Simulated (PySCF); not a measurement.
C2H5FN2Si, SMILES N[Si@@H]1C=N[C@@H]1F.

Geometry optimised at PBE-D3(BJ)/def2-SVP. The structure was generated by enumeration; whether it is a known compound was not checked. Other conformers were not sampled.

Calculation: PBE-D3(BJ)/def2-SVP (PySCF).

Frequencies are harmonic and unscaled.

| mode | ν (cm⁻¹) | IR (km/mol) | Raman (Å⁴/amu) | depolarisation | moving atoms (share of kinetic energy) |
|---|---|---|---|---|---|
| 1 | 76 | 5.3 | 1.0 | 0.69 | N 44 %, H 26 %, F 20 % |
| 2 | 93 | 5.5 | 2.1 | 0.74 | N 51 %, F 17 %, H 15 %, Si 10 % |
| 3 | 177 | 48.5 | 1.9 | 0.72 | H 55 %, F 20 %, C 16 % |
| 4 | 285 | 58.0 | 5.3 | 0.73 | H 60 %, C 21 %, Si 10 % |
| 5 | 317 | 51.3 | 4.0 | 0.56 | H 44 %, F 18 %, N 16 %, Si 14 %, C 8 % |
| 6 | 369 | 46.4 | 1.4 | 0.71 | H 34 %, Si 26 %, N 20 %, F 12 % |
| 7 | 477 | 3.0 | 12.7 | 0.28 | N 32 %, C 27 %, Si 15 %, F 14 %, H 11 % |
| 8 | 542 | 5.4 | 12.6 | 0.21 | N 29 %, H 19 %, C 19 %, F 18 %, Si 15 % |
| 9 | 576 | 11.4 | 10.5 | 0.74 | H 52 %, C 33 %, Si 10 % |
| 10 | 673 | 27.6 | 10.5 | 0.41 | H 77 % |
| 11 | 736 | 40.1 | 4.9 | 0.70 | H 58 %, C 20 %, Si 18 % |
| 12 | 775 | 35.9 | 6.6 | 0.07 | C 43 %, H 30 %, N 23 % |
| 13 | 854 | 23.4 | 4.4 | 0.40 | H 47 %, N 33 %, Si 16 % |
| 14 | 875 | 21.9 | 3.7 | 0.66 | H 58 %, N 20 %, C 18 % |
| 15 | 903 | 155.2 | 5.1 | 0.43 | H 46 %, Si 27 %, N 19 % |
| 16 | 964 | 44.5 | 2.8 | 0.22 | C 50 %, H 25 %, N 20 % |
| 17 | 1073 | 128.6 | 3.2 | 0.73 | C 55 %, F 30 %, H 12 % |
| 18 | 1150 | 6.8 | 4.9 | 0.58 | H 69 %, C 28 % |
| 19 | 1235 | 14.7 | 7.2 | 0.36 | H 68 %, C 20 %, N 12 % |
| 20 | 1289 | 21.1 | 9.7 | 0.74 | H 83 %, C 15 % |
| 21 | 1485 | 41.9 | 7.4 | 0.69 | H 89 %, N 11 % |
| 22 | 1556 | 11.4 | 7.8 | 0.17 | C 51 %, N 46 % |
| 23 | 2133 | 163.9 | 205.7 | 0.25 | H 96 % |
| 24 | 2963 | 33.5 | 172.0 | 0.31 | H 92 % |
| 25 | 3040 | 31.2 | 221.5 | 0.32 | H 91 %, C 8 % |
| 26 | 3509 | 37.9 | 149.7 | 0.13 | H 96 % |
| 27 | 3611 | 38.9 | 94.1 | 0.70 | H 91 %, N 9 % |
